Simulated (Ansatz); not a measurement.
Z-matrix (Å, degrees):
```
C
Ge 1 1.967
H 1 1.090 2 110.2
H 1 1.092 2 109.0 3 120.1
H 1 1.091 2 109.5 3 -120.1
Se 2 2.362 1 110.6 3 -61.8
H 2 1.553 1 110.8 3 -175.7
H 6 1.469 2 92.9 1 49.7
```

The species carries charge 0 and has multiplicity 2.

Question: List the PBE0/def2-TZVPP orbital energies in eV (Ansatz). (Best estimate.)

Answer: The calculation gave: α occupied: -12361.51, -10860.18, -1584.32, -1421.34, -1421.32, -1421.28, -1358.41, -1208.26, -1208.22, -1208.20, -278.36, -214.73, -171.13, -158.30, -158.22, -158.07, -120.99, -120.90, -120.83, -58.31, -58.29, -58.16, -58.10, -58.07, -33.79, -33.76, -33.70, -33.68, -33.64, -20.10, -19.38, -14.35, -11.81, -11.78, -10.83, -9.34, -8.79, -7.51, -5.72. α empty: 0.08, 0.29, 0.88, 1.49, 2.64, 2.94, 3.11, 4.23. β occupied: -12361.50, -10860.15, -1584.31, -1421.34, -1421.31, -1421.26, -1358.39, -1208.22, -1208.19, -1208.18, -278.31, -214.72, -171.07, -158.29, -158.20, -158.04, -120.91, -120.83, -120.81, -58.30, -58.28, -58.14, -58.07, -58.05, -33.72, -33.66, -33.65, -33.61, -33.57, -19.94, -19.24, -13.83, -11.75, -11.66, -10.74, -9.09, -8.49, -7.12. β empty: -2.70, 0.27, 0.48, 1.10, 1.82, 2.86, 3.01, 3.26. ⟨S²⟩ = 0.753.
